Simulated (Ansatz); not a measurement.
Reaction (redistribution): `NB[SiH2]N` + `N[SiH](O)[SiH2][SiH3]` → `N[SiH2][SiH](N)O` + `NB[SiH2][SiH3]`

Program: Ansatz. Geometries: PBE0-D4/def2-TZVP. ΔE: electronic, gas phase. CBS: MP2 limit from def2 TZ/QZ plus the TZ coupled-cluster correction, frozen cores. One conformer a species, not always the lowest.

`NB[SiH2]N`:

Cartesian coordinates in Å:
```
N -0.263 0.510 -2.059
B 0.272 0.758 -0.803
Si -0.501 -0.145 0.832
N 0.613 -1.017 1.840
H 0.079 0.936 -2.905
H -1.042 -0.111 -2.213
H 1.205 1.515 -0.747
H -1.137 0.868 1.726
H -1.570 -1.101 0.399
H 1.195 -1.725 1.420
H 1.149 -0.488 2.511
```

`N[SiH](O)[SiH2][SiH3]`:

Cartesian coordinates in Å:
```
N 0.317 -0.495 -2.661
Si 0.103 0.388 -1.210
O 1.505 1.074 -0.669
Si -0.570 -0.891 0.632
Si -0.349 0.315 2.622
H 0.768 -1.393 -2.701
H -0.250 -0.314 -3.471
H -0.908 1.424 -1.570
H 2.018 1.566 -1.315
H 0.257 -2.131 0.711
H -1.989 -1.311 0.451
H -0.894 -0.444 3.782
H 1.084 0.614 2.882
H -1.093 1.600 2.518
```

`N[SiH2][SiH](N)O`:

Z-matrix (Å, degrees):
```
Si
Si 1 2.355
N 1 1.741 2 106.5
H 1 1.490 2 111.0 3 -114.7
H 1 1.497 2 112.0 3 126.3
O 2 1.655 1 115.0 3 -100.5
N 2 1.710 1 101.4 3 22.1
H 2 1.486 1 113.1 3 143.8
H 3 1.009 1 118.3 2 62.4
H 3 1.009 1 118.0 2 -161.8
H 6 0.959 2 116.3 1 64.9
H 7 1.008 2 119.5 1 1.8
H 7 1.006 2 124.9 1 163.7
```

`NB[SiH2][SiH3]`:

Z-matrix (Å, degrees):
```
Si
B 1 2.014
Si 1 2.342 2 110.3
H 1 1.496 2 112.2 3 -119.9
H 1 1.492 2 111.7 3 119.4
N 2 1.386 1 121.2 3 108.9
H 2 1.199 1 121.1 3 -69.3
H 3 1.489 1 110.5 2 58.0
H 3 1.490 1 110.3 2 -61.3
H 3 1.489 1 111.7 2 178.6
H 6 1.007 2 123.6 1 2.0
H 6 1.007 2 123.0 1 -178.2
```

| species | CCSD(T)/CBS(def2) energy (Eh) |
| --- | --- |
| `NB[SiH2]N` | -427.54638 |
| `N[SiH](O)[SiH2][SiH3]` | -1002.60255 |
| `N[SiH2][SiH](N)O` | -767.65785 |
| `NB[SiH2][SiH3]` | -662.49155 |

Problem. Work out ΔE.

Solution. ΔE = (-767.65785) + (-662.49155) − (-427.54638) − (-1002.60255) = -0.00047 Eh = -1.2 kJ/mol.

Largest T1 diagnostic among the species: 0.014.

In def2-TZVPP, CCSD(T) changes the Hartree–Fock value by −4.3 kJ/mol (the triples alone add −0.8 kJ/mol) and MP2 by −4.6 kJ/mol.
